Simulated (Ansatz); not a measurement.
The same path of CH₃NSTe (7 atoms, charge 0, multiplicity 1) was run twice with different band settings. Lost on the way: N1–H5. Made: S3–H5.

Level of theory: Ansatz, RKS PBE/def2-SVP.

Relaxed end points:

```xyz
7
Properties=species:S:1:pos:R:3
N -0.547 0.843 0.701
C 0.110 -0.247 0.241
S 0.420 -1.601 1.114
Te 0.782 0.078 -1.838
H -0.898 0.824 1.663
H -0.847 1.603 0.088
H 1.042 -1.567 -2.016
```

```xyz
7
Properties=species:S:1:pos:R:3
N -0.702 1.257 0.423
C -0.003 0.246 0.106
S 0.304 -1.102 1.211
Te 1.056 -0.046 -1.812
H -0.558 -0.653 2.174
H -0.817 1.935 -0.344
H 0.781 -1.705 -1.805
```

Common settings: movable images 7; climbing image yes; spring 5.0 eV/Å²; optimiser quadratic models (default); start path through a guess of the saddle point; iteration limit 60; end points relaxed.

| run | force threshold |
| --- | --- |
| 1 | 0.05 eV/Å |
| 2 | 0.2 eV/Å |

Q: What does each run give, and how far can it be trusted?

A: Run 1: converged after 19 iterations, highest image 1.464 eV above the first end. A vibrational analysis at the climbing image gives one clearly imaginary mode, 1477i cm⁻¹: a first-order saddle point.
Run 2: converged after 15 iterations, highest image 1.465 eV above the first end. The threshold of 0.2 eV/Å is loose, so the images may lie well off the minimum-energy path. Another band between the same ends (7 images) ends at a top of the same energy, where a vibrational analysis finds 1 clearly imaginary mode.
The orbitals stay closed-shell, which can raise the energy where a bond breaks towards radicals; this wasn't checked here.
